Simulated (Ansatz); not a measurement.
A run for Ansatz (an electronic-structure program): R-CCSD(T)/cc-pV(T+d)Z on CH4OSi (SMILES C[Si]O), a point of a torsion scan. Files ending in .json are basis or fitting sets from the Basis Set Exchange.

Ansatz 0.2 input:
```yaml
crystal:
  periodic: [false, false, false]
  atoms:
    - {symbol: C, position_ang: [0.87153449, -0.05444290, 0.04611621]}
    - {symbol: Si, position_ang: [-0.56326909, 1.20550865, -0.19367025]}
    - {symbol: O, position_ang: [-1.63019772, 0.77881302, 0.95850428]}
    - {symbol: H, position_ang: [0.62618300, -1.01235425, -0.41652856]}
    - {symbol: H, position_ang: [1.79140629, 0.29206119, -0.42068930]}
    - {symbol: H, position_ang: [1.09273440, -0.24615223, 1.09929052]}
    - {symbol: H, position_ang: [-1.53897429, 0.06407166, 1.59317675]}
basis:
  gaussian:
    orbitals: cc-pV_T+d_Z.json
magnetization: {spin_polarized: false}
correlation: {method: ccsd_t, electrons: outside_noble_gas}
scf: {lower_state_search: off}
```

It printed:

```
WARN ansatz: RAYON_NUM_THREADS=1 ignored (pool sized by the plan → 1); use --threads N
Functional definition: HF
these checks for a lower state are left out or cut short: stability, starts, cluster_reference, orbital_swaps, neighbouring_geometries, increment
integrals: 0.39 GiB planned
897 factors; integrals over basis functions are off by at most 1.2e-3 eV
mean field: 0.32 GiB planned
mean field evaluation 1: about -10991.5138 eV, gradient 4.1e1 eV
mean field evaluation 2: about -10991.5157 eV, gradient 4.1e1 eV
mean field evaluation 4: about -10994.9642 eV, gradient 3.6e0 eV
mean field evaluation 8: about -10995.0179 eV, gradient 5.3e-4 eV
mean field -10995.01792050 eV, -404.0594558876 hartree, gradient 4.3e-6 eV, S^2 0.000000; 0 other end points of the search recorded, 0 dependent functions left out
7 core orbitals not correlated
reference -10995.01792050 eV, -404.0594558876 hartree; 9, 9 occupied and 139, 139 virtual orbitals, 897 factors
second order -14.25329778 eV of doubles, -0.00000000 eV of singles
coupled cluster: 1.01 GiB planned
cycle   1  -14.57930954 eV  change   -3.3e-1 eV  update   8.9e-2
cycle   2  -14.95697437 eV  change   -3.8e-1 eV  update   3.0e-2
cycle   3  -15.04928596 eV  change   -9.2e-2 eV  update   1.6e-2
cycle   4  -15.03701827 eV  change    1.2e-2 eV  update   4.2e-3
cycle   5  -15.03625061 eV  change    7.7e-4 eV  update   1.8e-3
cycle   6  -15.03657858 eV  change   -3.3e-4 eV  update   5.3e-4
cycle   7  -15.03625612 eV  change    3.2e-4 eV  update   2.0e-4
cycle   8  -15.03628298 eV  change   -2.7e-5 eV  update   6.6e-5
cycle   9  -15.03631514 eV  change   -3.2e-5 eV  update   2.4e-5
cycle  10  -15.03630530 eV  change    9.8e-6 eV  update   9.7e-6
perturbative correction -0.57176350 eV, -0.0210119212 hartree
Total energy: -11010.62598930 eV, -404.6330418365 hartree
Checks for a lower state left out: stability, starts, cluster_reference, orbital_swaps, neighbouring_geometries, increment
```

The run converged.

Cost: about 30 core-seconds (a rough figure).
